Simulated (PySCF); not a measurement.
Species: C2H7BO2 (charge 0, singlet). SMILES: O(BOC)C
Geometry from a B3LYP-D3(BJ)/def2-TZVP (Ansatz) optimisation:
```
O
B 1 1.3595
O 2 1.3537 1 120.23
C 1 1.4199 2 122.05 3 -180.00
H 4 1.0909 1 109.03 2 -120.65
H 4 1.0909 5 108.84 1 118.82
H 4 1.0923 5 109.22 6 119.16
C 3 1.4263 2 120.99 1 0.00
H 8 1.0884 3 107.31 2 -180.00
H 8 1.0915 9 109.50 3 -120.51
H 8 1.0915 9 109.50 10 -118.99
H 2 1.1950 3 118.11 8 180.00
```
Charge 0, spin multiplicity 1.

Dispersion corrections to the total energy (kcal/mol) from the dftd3 and dftd4 libraries through PySCF: D3(BJ) without and D4 with the three-body term, each with the damping fitted for the functional named.

| functional | D3(BJ) | D4 |
|---|---|---|
| LC-wPBE | ___ | -4.50 |
| B3LYP | ___ | -6.50 |
| TPSSh | ___ | -5.03 |
| BLYP | -8.62 | -9.20 |
| r2SCAN | -1.19 | -1.07 |
| PW6B95 | -1.92 | -3.52 |
| BHLYP | -5.29 | -4.44 |

What belongs in the gaps?


- LC-wPBE, D3(BJ): -3.74
- B3LYP, D3(BJ): -6.99
- TPSSh, D3(BJ): -4.70
